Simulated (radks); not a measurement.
The numbers below are computed, except where a source is named.
Task: Valence configurations of the antimony ion Sb3+ (all share [Kr]). Code: a radial shooting solver on a logarithmic mesh with Libxc functionals. Model: scalar-relativistic Kohn-Sham, PBE, spin-unpolarised, spherical densities, finite nucleus; Fermi nuclear charge, rms radius 4.6802 fm. Order these by energy: 4d9 5s2 5p1; 4d10 5p2; 4d10 5s1 5p1; 4d10 5s1.5 5p0.5; 4d9.5 5s2 5p0.5; 4d8 5s2 5p2; 4d10 5s2; 4d9 5s1 5p2.

Result: From the lowest, in eV above it: 4d10 5s2 0.000; 4d10 5s1.5 5p0.5 5.036; 4d10 5s1 5p1 10.100; 4d9.5 5s2 5p0.5 17.524; 4d10 5p2 20.311; 4d9 5s2 5p1 36.194; 4d9 5s1 5p2 46.918; 4d8 5s2 5p2 77.021. NIST lists [Kr] 4d10 5s2 as the ground configuration; this level of theory agrees among the configurations tried. The energies are those of spherical spin-averaged densities, not of single terms.
